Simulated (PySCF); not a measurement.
Structure problem from calculated spectra and properties.

Formula: C2H9NO2Si3.

* UV, first state: lowest singlet excitation: 4.01 eV (309 nm, f = 0.000) [TDDFT wB97X-D/def2-SVPD]
* Rotational structure: rotational constants A, B, C: 1.731, 0.756, 0.567 GHz [GFN2-xTB]
* Triplet: lowest triplet excitation (Tamm–Dancoff): 3.47 eV [TDA wB97X-D/def2-SVPD]
* NMR, other nuclei: isotropic shieldings of nuclei other than C and H, by class: -160 (1 N), -178 (1 O), 78 (1 O), 372 (1 Si), 432 (1 Si), 468 (1 Si) ppm [GIAO PBE0/pcSseg-1]
* 13C NMR: chemical shifts (computed TMS as zero) by class: 189.9 (1 C), 175.2 (1 C) ppm [GIAO PBE0/pcSseg-1]
* UV, strongest line: among the 8 lowest singlet transitions: S4 at 6.45 eV (192 nm, f = 0.150) [TDDFT wB97X-D/def2-SVPD]

Gas-phase values; electronic properties from PySCF, density fitting. Levels stand in brackets. One conformer (not necessarily the lowest) at the GFN2-xTB geometry, without solvent, vibrations or thermal averaging. NMR values are class means; diastereotopic atoms form classes of their own.

Question: Give a SMILES that accounts for the data.

Answer: Numbering: `[CH2:1]=[N:2][Si@H:3]([SiH3:4])[O:5][C:6](=[O:7])[SiH3:8]`. Its formula, C2H9NO2Si3, gives 2 degrees of unsaturation: 0 rings and 2 π bonds in the structure found. 2 carbons fall into 2 classes; from least to most shielded: carbonyl carbon [C6] (189.9 ppm), C=N carbon [C1] (175.2 ppm). The other shieldings belong to: -160 ppm, C=N nitrogen [N2]; -178 ppm, carbonyl oxygen [O7]; 78 ppm, oxygen singly bound to a carbonyl carbon [O5]; 372 ppm, oxygen-bound silicon [Si3]; 432 ppm, SiH3 silicon [Si8]; 468 ppm, SiH3 silicon [Si4]. The optimised geometry has point group C1 and is an asymmetric top. Structure: `C=N[Si@@H](OC(=O)[SiH3])[SiH3]`. Computed isomers that give other values at the same levels: `N#CC[SiH2]O[SiH2]O[SiH3]` (13C chemical shifts (computed TMS as zero) by class: 123.0 (1 C), 3.9 (1 C) ppm); `N#C[Si@H]([SiH3])OCO[SiH3]` (13C chemical shifts (computed TMS as zero) by class: 126.5 (1 C), 89.2 (1 C) ppm). The assignments are read from this structure; whether some other isomer fits the data as well wasn't checked. The mirror image fits equally.

Conformer computed: `[CH2:1]=[N:2][Si@H:3]([SiH3:4])[O:5][C:6](=[O:7])[SiH3:8]`: C1–N2–Si3–Si4 -104°, N2–Si3–O5–C6 118°, Si3–O5–C6–O7 3°.
